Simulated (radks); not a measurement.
Neutral holmium inside a hard spherical wall (all orbitals vanish at R), configuration held at [Xe] 4f11 6s2 and not refilled when levels cross. Method: scalar-relativistic Kohn-Sham, LDA (Slater exchange, VWN5 correlation), spin-unpolarised, spherical densities, point nucleus; computed with a radial shooting solver on a logarithmic mesh with Libxc functionals. Eigenvalues in eV, with the zero of energy where the potential of the charges vanishes at infinity; a dash marks a level that is unbound or too diffuse for the functional's potential to be trusted. A positive occupied level is held by the wall or, in an anion where self-interaction has pushed it up, behind a barrier. The pressure on the wall is -dE/dV.

| R (bohr) | E (hartree) | kinetic (hartree) | e(5s) | e(5p) | e(6s) | e(4f) | e(5d, empty) | e(6p, empty) | pressure (GPa) |
|---|---|---|---|---|---|---|---|---|---|
| free | -12608.2981 | 13633.884 | -50.539 | -26.010 | -3.940 | -3.367 | -1.207 | -1.194 | 0 |
| 12 | -12608.2978 | 13633.888 | -50.513 | -25.983 | -3.919 | -3.341 | -1.175 | -1.101 | 0.00460 |
| 10 | -12608.2960 | 13633.904 | -50.400 | -25.872 | -3.827 | -3.230 | -1.058 | -0.860 | 0.0485 |
| 8 | -12608.2834 | 13633.987 | -49.936 | -25.416 | -3.394 | -2.775 | -0.592 | 0.007 | 0.515 |
| 7 | -12608.2599 | 13634.111 | -49.379 | -24.873 | -2.776 | -2.225 | -0.016 | 1.104 | 1.74 |
| 5 | -12608.0289 | 13635.057 | -46.661 | -22.279 | 1.654 | 0.554 | 3.163 | 8.094 | 26.0 |
| 4 | -12607.4837 | 13637.126 | -43.142 | -18.952 | 10.033 | 4.421 | 7.893 | 20.017 | 144 |
| 3.5 | -12606.7557 | 13639.894 | -39.718 | -15.596 | 19.776 | 8.407 | 12.818 | 32.908 | 400 |
| 3 | -12605.1038 | 13646.087 | -33.638 | -9.256 | 39.129 | 15.730 | 22.003 | 56.979 | 1300 |
| 1.5 | -12541.2358 | 13845.073 | 104.13 | 151.02 | 474.14 | 135.33 | 223.64 | 528.90 | 189000 |
